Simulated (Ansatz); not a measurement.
Start from `[O]=[Mo]([OH])([OH])([OH])[F]` and change one element to get `[O]=[W]([OH])([OH])([OH])[F]`.

Ansatz, PBE0-D4/def2-TZVP geometries, multiplicity 1. Each molecule was computed in one conformer, which needn't be the lowest.

Elements past krypton have def2 core potentials.

```tsv
property	`[O]=[Mo]([OH])([OH])([OH])[F]`
ideal-gas entropy at 298 K and 1 bar (rigid rotor, harmonic PBE0-D4/def2-TZVP) / J/(mol·K)	371
HOMO energy (PBE/def2-TZVPP) / eV	-7.82
size of the dipole moment (ωB97M-V/def2-TZVPP) / D	2.95
HOMO–LUMO gap (PBE/def2-TZVPP) / eV	3.57
HOMO energy (PBE0/def2-TZVPP) / eV	-9.56
LUMO energy (PBE0/def2-TZVPP) / eV	-3.60
```

Task: What does the change do to each property? (Estimate.)

Result: Ansatz gave: 
```csv
property,`[O]=[W]([OH])([OH])([OH])[F]`,shift
"ideal-gas entropy at 298 K and 1 bar (rigid rotor, harmonic PBE0-D4/def2-TZVP) / J/(mol·K)",379,8
HOMO energy (PBE/def2-TZVPP) / eV,-7.82,0.00
size of the dipole moment (ωB97M-V/def2-TZVPP) / D,1.22,-1.73
HOMO–LUMO gap (PBE/def2-TZVPP) / eV,4.36,0.79
HOMO energy (PBE0/def2-TZVPP) / eV,-9.56,0.00
LUMO energy (PBE0/def2-TZVPP) / eV,-2.73,0.87
```

Dipoles are sizes alone; their direction can turn.
